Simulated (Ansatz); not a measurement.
Job for Ansatz (a first-principles code): FCI/cc-pVTZ on BeH2 (SMILES [BeH2]), a point of a bond scan (R = 3.591 Å).

Ansatz 0.2 input:
```yaml
crystal:
  periodic: [false, false, false]
  atoms:
    - {symbol: Be, position_ang: [0.00000000, 0.00000000, 0.00000000]}
    - {symbol: H, position_ang: [-0.00000000, -0.00000000, -3.59123474]}
    - {symbol: H, position_ang: [0.00000000, 0.00000000, 3.59123474]}
basis:
  gaussian:
    orbitals: cc-pVTZ
magnetization: {spin_polarized: false}
correlation: {method: fci, electrons: outside_noble_gas}
```

The head of its log:

```
WARN ansatz: RAYON_NUM_THREADS=2 ignored (pool sized by the plan → 2); use --threads N
Functional definition: HF
integrals: 0.03 GiB planned
557 factors; integrals over basis functions are off by at most 1.3e-7 eV
mean field: 0.08 GiB planned
mean field evaluation 1: about -417.8089 eV, gradient 3.0e0 eV
mean field evaluation 2: about -417.8119 eV, gradient 3.0e0 eV
mean field evaluation 4: about -418.2079 eV, gradient 3.1e-1 eV
mean field evaluation 8: about -418.2085 eV, gradient 6.7e-4 eV
mean field evaluation 16: about -409.4153 eV, gradient 1.2e0 eV
mean field evaluation 32: about -410.2730 eV, gradient 5.3e0 eV
mean field -418.20849068 eV, -15.3688785606 hartree, gradient 1.5e-6 eV, S^2 0.000000; 4 other end points of the search recorded, 0 dependent functions left out; unrestricted orbitals would lower it
mean field evaluation 64: about -423.7563 eV, gradient 2.1e-1 eV
unrestricted determinant -423.76575409 eV, -15.5731042241 hartree, S^2 1.1822
1 core orbitals not correlated
reference -418.20849068 eV, -15.3688785606 hartree; 2, 2 occupied and 55, 55 virtual orbitals, 557 factors
```

### Question
Give the final energy of this run.

### Answer
-15.6182 hartree.
